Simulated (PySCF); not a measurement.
PBE0 on K⁻ (potassium, charge -1), [Ar] 4s2, closed-shell 1S. Calculation: PySCF 2.14, in dyall-av3z (25s18p5d2f, 118 functions); no relativity, point nucleus.

```
cycle= 1 E= -599.771934962462  delta_E= -0.00692  |g|= 0.0196  |ddm|= 0.242
cycle= 2 E= -599.772104474571  delta_E= -0.00017  |g|= 0.0141  |ddm|= 0.122
cycle= 3 E= -599.772173764805  delta_E= -6.93e-05  |g|= 0.00118  |ddm|= 0.0174
cycle= 4 E= -599.77217439637  delta_E= -6.32e-07  |g|= 0.000161  |ddm|= 0.0133
cycle= 5 E= -599.772174466317  delta_E= -6.99e-08  |g|= 2.75e-05  |ddm|= 0.00652
cycle= 6 E= -599.772174473097  delta_E= -6.78e-09  |g|= 2.83e-06  |ddm|= 0.00268
cycle= 7 E= -599.772174473133  delta_E= -3.64e-11  |g|= 5.37e-07  |ddm|= 8.01e-05
converged SCF energy = -599.772174473133  <S^2> = -5.3290705e-15  2S+1 = 1
```

Highest occupied orbital energy: 0.364 eV; ⟨L²⟩ = 0.00; populations by l: s 8.00, p 12.00, d 0.00, f 0.00.

**Question.** Can this result be used?

**Answer.** With care. The calculation finished and met its thresholds. At PBE0 the highest occupied level has a positive energy, so only the finite basis holds that electron; in a semilocal or global hybrid functional this comes from self-interaction and does not mean that the real anion is unbound.
